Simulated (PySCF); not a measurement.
# Charge on either side of a bond

Compound: C₅H₈FS (charge -1).
SMILES with atom numbers: `[CH3:1][CH2:2][CH2:3]/[CH:4]=[C:5](/[F:6])[S-:7]` (hydrogens: H8, H9, H10 on C1; H11, H12 on C2; H13, H14 on C3; H15 on C4)

Cartesian coordinates in Å at the GFN2-xTB level; atoms count from 1:
```
atom  x, y, z in Å
C1    -2.264    0.030   -0.035
C2    -0.848    0.503   -0.339
C3     0.192   -0.165    0.568
C4     1.579    0.310    0.279
C5     2.511   -0.469   -0.295
F6     3.743    0.161   -0.501
S7     2.411   -2.079   -0.780
H8    -2.988    0.508   -0.696
H9    -2.533    0.265    0.995
H10   -2.335   -1.048   -0.168
H11   -0.791    1.590   -0.216
H12   -0.599    0.273   -1.377
H13    0.166   -1.245    0.409
H14   -0.071    0.036    1.616
H15    1.823    1.338    0.517
```

Atomic charges (e) from the PBE0/pcSseg-1 density (PySCF):

| atom | Mulliken | IAO | Hirshfeld | ESP-fitted |
| --- | --- | --- | --- | --- |
| C1 | -0.2701 | -0.4157 | -0.1279 | -0.3780 |
| C2 | -0.2640 | -0.2414 | -0.0740 | +0.2776 |
| C3 | -0.1524 | -0.2482 | -0.0888 | +0.1405 |
| C4 | -0.2993 | -0.3305 | -0.1670 | -0.4751 |
| C5 | +0.1748 | +0.1511 | +0.0076 | +0.2010 |
| F6 | -0.3525 | -0.3412 | -0.1704 | -0.2383 |
| S7 | -0.5347 | -0.5415 | -0.5196 | -0.6566 |
| H8 | +0.0844 | +0.1183 | +0.0217 | +0.0547 |
| H9 | +0.0830 | +0.1204 | +0.0242 | +0.0557 |
| H10 | +0.1013 | +0.1322 | +0.0327 | +0.0768 |
| H11 | +0.0826 | +0.1094 | +0.0182 | -0.0768 |
| H12 | +0.1172 | +0.1336 | +0.0276 | -0.0425 |
| H13 | +0.1134 | +0.1453 | +0.0097 | -0.0141 |
| H14 | +0.0727 | +0.0977 | +0.0095 | -0.0399 |
| H15 | +0.0437 | +0.1105 | -0.0033 | +0.1150 |

Task: Cut each of the bonds C1–C2, C2–C3, C4–C3 and C5–C4 in turn and sum the charges on the side of the atom named first.

Result: In e; the other side holds the total charge, -1, less this:

```json
{"bond cut": "C1–C2", "piece": "CH3", "atoms": "4", "Mulliken": "-0.001", "IAO": "-0.045", "Hirshfeld": "-0.049", "ESP-fitted": "-0.191"}
{"bond cut": "C2–C3", "piece": "C2H5", "atoms": "7", "Mulliken": "-0.066", "IAO": "-0.043", "Hirshfeld": "-0.078", "ESP-fitted": "-0.032"}
{"bond cut": "C4–C3", "piece": "C2HFS", "atoms": "5", "Mulliken": "-0.968", "IAO": "-0.952", "Hirshfeld": "-0.853", "ESP-fitted": "-1.054"}
{"bond cut": "C5–C4", "piece": "CFS", "atoms": "3", "Mulliken": "-0.712", "IAO": "-0.732", "Hirshfeld": "-0.682", "ESP-fitted": "-0.694"}
```

Extremes among these pieces. Mulliken: lowest C2HFS at C4, highest CH3 at C1; IAO: lowest C2HFS at C4, highest C2H5 at C2; Hirshfeld: lowest C2HFS at C4, highest CH3 at C1; ESP-fitted: lowest C2HFS at C4, highest C2H5 at C2.

Task: Do the schemes agree better on the pieces than on the single atoms at the cuts?

Result: The spread between schemes averages 0.121 e for the pieces and 0.333 e for the atoms named first; it is smaller for the piece at 4 of the 4 cuts. On average they agree better on the pieces.

Isolated species at its GFN2-xTB geometry (one conformer only). The pcSseg-1 basis has no diffuse functions, a weakness for an anion.
